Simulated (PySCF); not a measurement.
**NbI4: bond length as a parameter**

NbI4 holds Nb(IV), d1, at total charge 0. The structure is a model geometry with rigid ligands and bond lengths from ionic radii, not a minimum; coordination tetrahedral, point group Td, metal–donor distances 2.62 Å.

The d shell alone is too small an active space for NbI4 (an active orbital has only 0.65 squared overlap with the free ion's shell): its levels, fitted parameters, g values and moments show what this model gives and aren't sound predictions.

```
5

Nb    0.000    0.000    0.000
I     1.513    1.513    1.513
I    -1.513   -1.513    1.513
I    -1.513    1.513   -1.513
I     1.513   -1.513   -1.513
```

Method (PySCF 2.14, density fitting): CASSCF(1,5) with orbitals averaged over all microstates of the shell, strongly contracted NEVPT2 on the averaged canonical orbitals; basis x2c-TZVPall on the metal, x2c-SVPall elsewhere; spin-free X2C; gas phase; spin-orbit coupling by state interaction with the mean-field operator over all roots.

All metal–ligand distances are scaled together.

```json
{"bond length": "2.410 Å", "group": "Td", "ground": "2E", "next state (NEVPT2) / cm⁻¹": "2T2 9910", "orbital energies above the lowest (NEVPT2 fit) / cm⁻¹": "0 0 9910 9910 9910", "μeff(300 K) / μB": "1.70"}
{"bond length": "2.515 Å", "group": "Td", "ground": "2E", "next state (NEVPT2) / cm⁻¹": "2T2 9156", "orbital energies above the lowest (NEVPT2 fit) / cm⁻¹": "0 0 9156 9156 9156", "μeff(300 K) / μB": "1.69"}
{"bond length": "2.620 Å", "group": "Td", "ground": "2E", "next state (NEVPT2) / cm⁻¹": "2T2 8506", "orbital energies above the lowest (NEVPT2 fit) / cm⁻¹": "0 0 8506 8506 8506", "μeff(300 K) / μB": "1.68"}
{"bond length": "2.725 Å", "group": "Td", "ground": "2E", "next state (NEVPT2) / cm⁻¹": "2T2 7956", "orbital energies above the lowest (NEVPT2 fit) / cm⁻¹": "0 0 7956 7956 7956", "μeff(300 K) / μB": "1.67"}
{"bond length": "2.830 Å", "group": "Td", "ground": "2E", "next state (NEVPT2) / cm⁻¹": "2T2 7512", "orbital energies above the lowest (NEVPT2 fit) / cm⁻¹": "0 0 7512 7512 7512", "μeff(300 K) / μB": "1.66"}
```

Question: With what power of the bond length does 10Dq, as fitted to the states, fall?

Answer: A log–log fit of these points gives 10Dq ∝ R^−1.7; a point-charge model has R^−5 (correlation -0.999).

At 2.410 Å, 2.515 Å, 2.620 Å, 2.725 Å, 2.830 Å the ground state is orbitally degenerate, so the regular structure would distort there (Jahn–Teller).

The geometry is a model, and the complex may not exist in this form. Charge-transfer states lie outside this active space and may come lower than some of these levels. NEVPT2 on the d shell alone tends to put d–d bands too high for such charged or covalently bound ions.
